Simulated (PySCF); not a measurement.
**LaF3(H2O) relaxed at several levels**

Computed with PySCF 2.14.0, PBE0, def2-SVP on the ligands, density fitting, scalar-relativistic core potentials, no spin-orbit coupling, vacuum. Each row is relaxed at its own level from the same template. Distances are means of the shortest metal–ligand contacts, charges and spins Mulliken's; removal energies are rigid, with the ligand's formal charge and no counterpoise, so too large; for an anion taken off a cation in vacuum most of it is the attraction of opposite charges, and multiply charged cations can part far more cheaply with an electron moved from ligand to metal. lcecp potentials hold a fixed number of 4f electrons in the core, out of states, spins and gaps.

```json
{"level": "PBE0", "basis on the metal": "def2-SVP with ECP46", "point group": "Cs", "M–F (Å)": "2.157", "M–H2O (Å)": "2.611", "charge on M (e)": "1.22", "dipole (D)": "7.22", "HOMO–LUMO gap (eV)": "7.69", "removal of one F (eV)": "10.56", "strongest infrared band, degenerate modes summed (cm⁻¹)": "547", "unstable modes (below −25 cm⁻¹)": "0"}
```

**Question.** What does the calculation give for PBE0, lcecp-1-SVP with ECP46?

**Answer.** point group: Cs, M–F (Å): 2.142, M–H2O (Å): 2.599, charge on M (e): 1.31, dipole (D): 7.00, removal of one F (eV): 10.57, strongest infrared band, degenerate modes summed (cm⁻¹): 530, unstable modes (below −25 cm⁻¹): 0.
```xyz
7

La    0.1012   -0.1012    0.1012
F     1.1764    1.3870    1.2075
F    -1.3505   -1.2130    1.2130
F     1.1764   -1.2075   -1.3870
O    -1.3908    1.4038   -1.4038
H    -1.7287    2.2830   -1.1924
H    -1.7287    1.1924   -2.2830
```

One start shape was tried for each, so a minimum needn't be the lowest isomer.
